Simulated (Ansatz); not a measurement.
Job for Ansatz (a program for electronic structure): R-wB97X-V/def2-TZVPPD on HI (SMILES I) with ghost functions, monomers drawn apart or pushed together. Elements past Kr take the def2 small-core potentials; no spin–orbit coupling. Files ending in .json are basis or fitting sets from the Basis Set Exchange.

Ansatz 0.2 input:
```yaml
crystal:
  periodic: [false, false, false]
  atoms:
    - {symbol: I, position_ang: [-0.06004151, 0.81983786, 5.04594485]}
    - {symbol: H, position_ang: [0.88886002, -0.48741384, 5.06591149]}
basis:
  gaussian:
    orbitals: def2-TZVPPD.json
    ghost_atoms:
      - {symbol: O, position_ang: [0.84135829, -1.00494699, 0.23470781]}
      - {symbol: C, position_ang: [0.16523511, -0.10610626, -0.04979978]}
      - {symbol: O, position_ang: [-0.50926708, 0.78928589, -0.34431407]}
hamiltonian:
  xc: {name: wB97X-V}
scf: {lower_state_search: off}
```

The log:

```
WARN ansatz: RAYON_NUM_THREADS=1 ignored (pool sized by the plan → 1); use --threads N
Functional definition: wB97X-V
these checks for a lower state are left out or cut short: stability, starts, cluster_reference, orbital_swaps, neighbouring_geometries, increment
integrals: 0.12 GiB planned
1022 factors; their error is unknown
integrals: 0.15 GiB planned
288 factors; integrals over basis functions are off by at most 9.7e-5 eV
mean field: 0.93 GiB planned
mean field evaluation 1: about -8116.5981 eV, gradient 7.1e0 eV
mean field evaluation 2: about -8116.7802 eV, gradient 5.2e0 eV
mean field evaluation 4: about -8116.8287 eV, gradient 2.7e-1 eV
mean field evaluation 8: about -8116.9892 eV, gradient 9.7e-2 eV
mean field evaluation 16: about -8116.9892 eV, gradient 5.8e-6 eV
mean field -8116.98920557 eV, -298.2938514118 hartree, gradient 5.8e-6 eV, S^2 0.000000; 0 other end points of the search recorded, 0 dependent functions left out
reference -8116.98920387 eV, -298.2938513492 hartree; 13, 13 occupied and 180, 180 virtual orbitals, 1022 factors
Total energy: -8116.98920387 eV, -298.2938513492 hartree
Checks for a lower state left out: stability, starts, cluster_reference, orbital_swaps, neighbouring_geometries, increment
```

The run converged.

Cost: very roughly 3 core-seconds.
